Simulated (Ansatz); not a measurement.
Several settings on one geometry of the cluster Sb₃⁻ (that of the charge -1 singlet, r2SCAN-D4/def2-SVPD). Ansatz on 4 threads of Intel Xeon 6975P-C on a shared host; times are rough.

```xyz
3

Sb    1.3201    0.0810    1.0856
Sb   -0.1499   -1.2737   -0.7171
Sb   -1.1702    1.1928   -0.3685
```

Totals from different functionals, basis sets or treatments of relativity can't be compared as stabilities.

In the def2 sets Sb takes a core potential; there is no spin–orbit coupling.

At r2SCAN-D4/def2-SVPD a triplet lies 0.55 eV below the restricted singlet of charge -1, at its own geometry.

The spins typed aren't always the lowest for that charge.

Give the basis size and estimate the energy, ⟨S²⟩, dipole and time of these runs.

```csv
run,method,charge,state,further keys
1,ROKS r2SCANh/def2-SVPD,0,doublet,scf: {omitted_lower_state_checks: [starts]}; forces asked
2,RKS ωB97X-V/STO-3G,-1,singlet,nuclear_model: gaussian
3,UKS B97/def2-SVP,0,doublet,forces asked
```


```csv
run,functions,energy (Eh),⟨S²⟩,dipole (D),wall time
1,96,-721.0458,–,0.46,2.4 s
2,81,-18759.2142,–,–,1.4 s
3,78,-720.8880,0.84,0.50,3 s
```

The highest occupied level of an anion often lies above zero with these methods, and sets without diffuse functions describe the outer electron poorly. The restricted singlet is unstable towards broken spin symmetry at other levels; at RKS ωB97X-V/STO-3G this wasn't settled. At UKS B97/def2-SVP the charge 0 doublet is spin-contaminated (final ⟨S²⟩ up to 0.84, 0.75 for a pure state).
